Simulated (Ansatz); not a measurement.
The same ligand exchange along the group F, Cl, Br.

Calculated with Ansatz (gas phase, PBE0-D4/def2-TZVP geometries, no zero-point term in ΔE). CCSD(T)/CBS is the MP2 limit (def2-TZVPP, def2-QZVPP) plus CCSD(T) − MP2 in def2-TZVPP, frozen cores. This one scheme is used for every species. Functionals use def2-TZVPP. For Br, Se outer-core shells are correlated without core-valence functions, which leaves a few kJ/mol of doubt a bond. Scalar relativity is left out up to krypton.

| reaction | B2PLYP (eV) | ωB97X-V (eV) | CCSD/CBS(def2) (eV) | B97M-V (eV) |
| --- | --- | --- | --- | --- |
| `B[SiH2]F` + `C[SeH]` → `B[Se]C` + `F[SiH3]` | -1.32 | -1.23 | -1.28 | -1.24 |
| `B[SiH2]Cl` + `C[SeH]` → `B[Se]C` + `[SiH3]Cl` | -1.29 | -1.20 | -1.25 | -1.23 |
| `B[SiH2]Br` + `C[SeH]` → `B[Se]C` + `[SiH3]Br` | -1.28 | -1.19 | -1.23 | -1.22 |

Task: Give the CCSD(T)/CBS values in the same order. (An estimate is asked.)

Result: The calculation gave: -1.33, -1.29, -1.28 eV.

Largest T1 diagnostic: 0.013, for `B[Se]C`.
